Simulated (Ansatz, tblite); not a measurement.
Cost and result up the ladder for the cluster Ge₂O⁺ (the lowest doublet isomer of a short search) (3 atoms). Charge 1, multiplicity 2. Geometry: PBE0-D4/def2-TZVP.

```xyz
3

Ge    0.144    1.483    0.929
Ge   -0.144   -1.483   -0.929
O     0.000    0.000    0.000
```

Ansatz on 4 threads of Arm Neoverse V2 on a shared host; xTB runs through tblite on one thread. Times are rough, summed over both states, and most runs start from the orbitals of an earlier one. CCSD(T)/def2-TZVPP serves as the yardstick here, not as an exact answer. Differences are given only for rows in sets of like size (and for xTB, whose basis is part of the method), since another set adds its own error. The other state is a quartet at its own geometry.

The xTB rows come from tblite. Correlated methods freeze 19 core orbitals; core or outer-core shells of Ge are correlated, in sets that lack core-valence functions. In CCSD on the charge 1 doublet the largest single amplitude is 0.30, so its Hartree–Fock determinant may place the open shell otherwise than the density functionals do. HOMO above LUMO, or a gap near zero within one spin, warns that the state may not be the lowest or that an electron is smeared out. The structure comes from a short search, and lower isomers may exist.

Correlated methods converge slowly with the basis.

xTB has no spin-polarisation term.

```csv
level,functions,quartet − doublet (eV),difference from CCSD(T)/def2-TZVPP (eV),remarks
CCSD(T)/def2-TZVPP,127,3.89,0.00,–
RPA@PBE/def2-TZVP,127,3.91,0.02,–
GFN1-xTB,22,3.87,-0.02,–
PBE-D4/def2-TZVP,127,3.87,-0.02,–
MP2/def2-TZVP,127,3.77,-0.12,–
GFN2-xTB,22,5.62,1.73,–
HF/STO-3G,41,2.59,–,spin-contaminated (⟨S²⟩ 1.04) (doublet)
PBE-QIDH/def2-TZVP,127,3.91,0.03,–
LDA (SPW92)/def2-TZVP,127,4.00,0.12,gap within one spin near zero (doublet)
ωB97X-V/def2-TZVP,127,4.41,0.52,–
PBE0-D4/def2-TZVP (with forces),127,4.06,0.18,–
BHLYP-D4/def2-TZVP,127,4.32,0.43,–
```

(1) Estimate how long each takes.

## Answers

(1) GFN1-xTB 0.004 s; GFN2-xTB 0.004 s; HF/STO-3G 0.65 s; LDA (SPW92)/def2-TZVP 2.2 s; PBE-D4/def2-TZVP 4.3 s; MP2/def2-TZVP 4.4 s; RPA@PBE/def2-TZVP 6.1 s; BHLYP-D4/def2-TZVP 14 s; PBE-QIDH/def2-TZVP 15 s; CCSD(T)/def2-TZVPP 31 s; ωB97X-V/def2-TZVP 34 s; PBE0-D4/def2-TZVP (with forces) 43 s. On shared hardware such times vary by a factor of up to 3.
